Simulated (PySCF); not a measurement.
Vertical excitation energies

Species: C₂H₉OPSi₂.
InChI=1S/C2H9OPSi2/c3-6-2-1-5-4-6/h3-4,6H,1-2,5H2/t6-/m0/s1

The calculation used TDDFT PBE0/def2-SVPD, vertical, gas phase, core orbitals frozen in the response (PySCF 2.14.0, density-fitted response routines). Isolated species at its GFN2-xTB geometry (one conformer only).

What does the calculation give for the low-lying excited states?

```tsv
state	E (eV)	λ (nm)	f	main configurations (H = HOMO, L = LUMO)
S1	5.60	221.4	0.0034	H→L (97%)
S2	6.02	206.0	0.021	H→L+1 (92%)
S3	6.60	187.9	0.023	H-1→L (47%), H→L+2 (28%), H→L+3 (13%)
S4	6.72	184.6	0.093	H→L+2 (61%), H-1→L (16%)
S5	6.75	183.6	0.014	H-1→L+1 (62%), H→L+3 (20%), H-2→L (9%)
S6	6.79	182.6	0.0051	H-2→L (84%)
```

Triplets, Tamm–Dancoff:

| state | E (eV) | λ (nm) | main configurations (H = HOMO, L = LUMO) |
| --- | --- | --- | --- |
| T1 | 5.14 | 241.3 | H→L (79%), H→L+1 (9%) |
| T2 | 5.44 | 228.1 | H→L+1 (76%), H→L (9%) |

The lowest singlet comes at 221 nm (540 kJ/mol) in the ultraviolet; it is very weak; its leading configuration is HOMO→LUMO (97%). The strongest level in the table is S4 at 6.72 eV (185 nm, f = 0.093). Löwdin shares by element: HOMO phosphorus 61%, silicon 18%, carbon 6% or more; LUMO silicon 37%, phosphorus 24%, hydrogen 7% or more (atoms not listed hold the other 32%). Of the 6 states listed, 4 reach f = 0.01 and none stays under 0.0005. The oscillator strengths of these states sum to 0.159; summed over the whole spectrum of an exact calculation they would give the number of electrons, 72 (Thomas–Reiche–Kuhn). Orbital energies (eV): HOMO-3 -8.97, HOMO-2 -8.17, HOMO-1 -8.08, HOMO -7.16, LUMO -0.21, LUMO+1 -0.07, LUMO+2 0.65. The window holds the lowest 6 singlets.

Time: 30 s of wall time (with the writing of density and orbital grids); peak memory 0.85 GiB. Hardware: one thread, Arm Neoverse V2 (aarch64), shared host.
